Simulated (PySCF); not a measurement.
# One molecule, several mistakes: AlBCH4N

All numbers below are calculated, not measured. They come from PySCF 2.14.0, an open-source quantum chemistry program, on an isolated molecule that a program drew, which may never have been made. The molecule is AlBCH4N (charge 0, doublet), drawn as the SMILES string `[BH][N]=[Al][CH3]`.

Each row is a Hartree-Fock (HF) and frozen-core CCSD(T) single point in the cc-pV(D+d)Z basis, meant for a local HF minimum. Run 1 is clean. Each other run has one planted mistake out of seven kinds, and not every kind appears here: one electron removed, one electron added, multiplicity raised by two, geometry at a saddle point, minimal basis STO-3G, one bond length entered in bohr, all coordinates scaled. The reference is restricted for singlets and unrestricted otherwise, and also for a bond in bohr. Adding or removing an electron swaps singlet and doublet. Electrons count all cores. HOMO and LUMO are orbital energies over both spins, the gradient is its largest component, and the lowest frequency (negative if imaginary) is given only where the gradient is small. Bond lengths are over the 7 bonds as drawn. T1 is the CCSD diagnostic: over 0.02 (restricted) or 0.045 (unrestricted) a single reference is doubtful.

Geometry of the clean run:
```xyz
8
AlBCH4N, angstrom
B    -0.0760    1.5050   -2.2692
N    -0.2855    0.3749   -1.7842
Al   -0.7187   -1.2023   -1.0722
C     0.7000   -2.5670   -0.8889
H     0.1282    2.5658   -2.7266
H     1.5026   -2.1842   -0.2466
H     1.1447   -2.7768   -1.8693
H     0.3446   -3.5097   -0.4652
```

```
run  electrons  basis functions  <S^2>  HOMO (eV)  LUMO (eV)  gradient (hartree/bohr)  lowest frequency (cm^-1)  mean bond (Å)  longest bond (Å)      T1  HF (hartree)  CCSD(T) (hartree)                     mistake
  1         35               85  0.755      -7.62       1.55                  2.0e-05                        30         1.3526             1.977  0.0161    -361.28489         -361.76277                    no fault
  2         36               85  0.000       0.07       6.97                  5.8e-02                         -         1.3526             1.977  0.0176    -361.25093         -361.76969          one electron added
  3         35               85  3.760      -5.17      -1.88                  1.2e-01                         -         1.3526             1.977  0.0287    -361.10364         -361.55746  multiplicity raised by two
  4         35               85  0.757      -7.79       1.43                  4.3e-02                         -         1.3999             2.046  0.0175    -361.27563         -361.76149      all coordinates scaled
  5         35               85  2.068      -8.16       1.39                  3.0e-02                         -         1.5112             2.357  0.0910    -360.99122         -361.46663                           ?
```

**Which mistake was planted in run 5, and what did it cost?**

The mean bond changes by a factor of 1.117 and the longest by 1.192, so the molecule wasn't scaled as a whole. A length L in bohr read as angstrom grows by (1/0.5292 - 1) L = 0.890 L. The 7 bonds together grew by 7 x 0.1586 = 1.110 Å, which gives L = 1.248 Å. That is bond B1-N2, 1.247 Å in the clean geometry. So the mistake is: one bond length entered in bohr. Subtracting run 1 and multiplying by 627.51 kcal/mol a hartree, the energy moved by 184.3 kcal/mol in HF and 185.8 kcal/mol in CCSD(T).

Cautions from the logs. Run 2: the HOMO is above zero, so the electron isn't bound and the energy depends on the basis; run 5: T1 is over the limit, so its CCSD(T) energy is less reliable.
